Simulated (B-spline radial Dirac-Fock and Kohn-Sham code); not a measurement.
**Lu: input and output of one calculation**

ΔSCF core binding energies without Breit or QED terms, calculated with an atomic code on a B-spline grid. Keys: rel is the Hamiltonian (dirac, or spin-free x2c and nr, where L3 and M5 stand for the whole 2p and 3d shells), method is hf or an exchange,correlation pair (spin-unpolarised, also for the hole states), nuc the nuclear model, radius_factor scales its radius, rmax is the box in bohr, h the logarithmic mesh step, order the B-spline order, points the quadrature points per cell, c_factor scales the speed of light, and damp, ndamp, maxit and tol steer the iteration. The run stops when the commutator error falls below 10·tol·max(1, Z/10), or the numerical noise floor, and the energy has settled to about 1e-8 Ha; the virial ratio is −V/T.

Input (task.json):

```json
{"items": [{"Z": 71, "q": 0, "cfg": [[1, 0, 2], [2, 0, 2], [2, 1, 6], [3, 0, 2], [3, 1, 6], [3, 2, 10], [4, 0, 2], [4, 1, 6], [4, 2, 10], [4, 3, 14], [5, 0, 2], [5, 1, 6], [5, 2, 1], [6, 0, 2]], "A": 175, "rrms": 5.37, "do": "settings", "holes": ["K", "L3", "M5"],
  "settings": [{"rel": "dirac", "method": "hf", "nuc": "fermi", "radius_factor": 100000.0, "rmax": 45.0, "h": 0.3, "order": 8, "points": 10, "c_factor": 1.0, "maxit": 96, "damp": 0.5, "ndamp": 3, "tol": 1e-08}]}]}
```

Command: `python xray2_run.py task.json out`

Ground-state iterations:

```
iter   energy (Ha)        error
   1     -131.22107644  2.63e-01
   2      -70.81850901  1.61e+00
   3     -220.94835452  1.67e-01
   4     -225.03530898  1.11e-01
   5     -220.65766931  2.30e-01
   6     -226.64774580  6.18e-02
   7     -227.20247520  3.50e-02
   8     -227.41660768  9.36e-03
   9     -227.43673171  4.14e-03
  10     -227.44102324  8.91e-04
  11     -227.44132759  1.88e-04
  12     -227.44134124  6.23e-05
  13     -227.44134424  2.06e-05
  14     -227.44134458  4.21e-06
  15     -227.44134459  5.69e-07
```

The ground state converged in 15 iterations, with total energy -227.44134 Ha, virial ratio 30.64519 and highest orbital energy -0.66 eV. ΔSCF binding energies: K (1s) 16.59 eV, L3 (2p3/2) 15.86 eV, M5 (3d5/2) 14.45 eV.

Task: One setting is unsound. Which, and why?

Result: radius_factor inflates the nucleus far beyond its size, which weakens the binding of the inner electrons. With the default settings (Dirac Hartree-Fock): The ground state converged in 13 iterations, with total energy -14572.44807 Ha, virial ratio 1.89758 and highest orbital energy -5.03 eV. ΔSCF binding energies: K (1s) 63621.1 eV, L3 (2p3/2) 9275.7 eV, M5 (3d5/2) 1598.5 eV.
